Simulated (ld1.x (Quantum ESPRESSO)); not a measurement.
# Ga (Z = 31): excitation energies, all-electron against TM semilocal

* Element: gallium
* Generator: ld1.x (Quantum ESPRESSO) 7.5
* Type: norm-conserving Troullier–Martins (semilocal form)
* Functional: PBE
* Relativity: scalar-relativistic
* Frozen core: [Ar] 3d10
* Valence charge: 3
* Reference configuration: 4s2 4p1
* Partial waves: 4s (bound): rc 1.75 bohr; 4p (bound): rc 2.35 bohr
* Local potential: the p channel
* Core correction: a·sin(br)/r model core inside 1.45 bohr

Energies are relative to the spin-unpolarised reference configuration 4s2 4p1; without spin polarisation the order of configurations can differ from experiment. The frozen-core shift is the all-electron ΔE with the core orbitals held at their reference shape minus the fully relaxed ΔE.

Question: Give the all-electron excitation energy and the error of the potential for: 4s2 4p0; 4s1 4p0; 4s2 4p0.5; 4s2 4p1.3; 4s1 4p1; 4s1 4p2; 4s0 4p3.

Answer:

```csv
valence configuration,charge,ΔE all-electron (eV),error AE − PS (meV),frozen-core shift (meV)
4s2 4p0,+1,5.688,-12,+13
4s1 4p0,+2,26.816,-178,+204
4s2 4p0.5,+0.5,2.030,-1.8,+1.9
4s2 4p1.3,-0.3,-0.534,-0.1,+0.1
4s1 4p1,+1,13.060,-48,+56
4s1 4p2,0,6.538,-17,+19
4s0 4p3,0,13.371,-64,+74
```

Levels in the configuration 4s1 4p0:

| level | all-electron (eV) | pseudo (eV) |
| --- | --- | --- |
| 4s | -26.069 | -26.370 |
